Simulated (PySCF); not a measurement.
# How methods differ on the excitation energy of Br+

Br+ [Ar] 3d10 4s2 4p4 (3P) → Br+ [Ar] 3d10 4s1 4p5 (3P), as a difference of total energies. Computed with PySCF 2.14 in ANO-RCC-VTZP, with the spin-free X2C one-electron Hamiltonian (Gaussian nucleus). Correlated levels: valence: [Ar] 3d10 frozen; valence and next inner shell: [Ne] frozen. The calculations carry no spin-orbit coupling.

```
                                method  excitation energy (cm⁻¹)  error (cm⁻¹)
                                   UHF                    115160        +18989
                                   LDA                    104270         +8092
                                   PBE                    103880         +7707
                                  PBE0                    106880        +10706
                                r2SCAN                    105300         +9131
                                 B3LYP                    106560        +10386
                                 HSE06                    107100        +10926
                                 M06-L                    105330         +9160
                               wB97X-V                    107870        +11700
                         MP2 (valence)                    106410        +10234
                     SCS-MP2 (valence)                    105250         +9072
    MP2 (valence and next inner shell)                    106680        +10504
SCS-MP2 (valence and next inner shell)                    105390         +9217
```

Reference: 96173 cm⁻¹ (measured; NIST levels, between the centres of gravity of the two terms).

Errors of the correlated levels include the incompleteness of this basis and the frozen core.
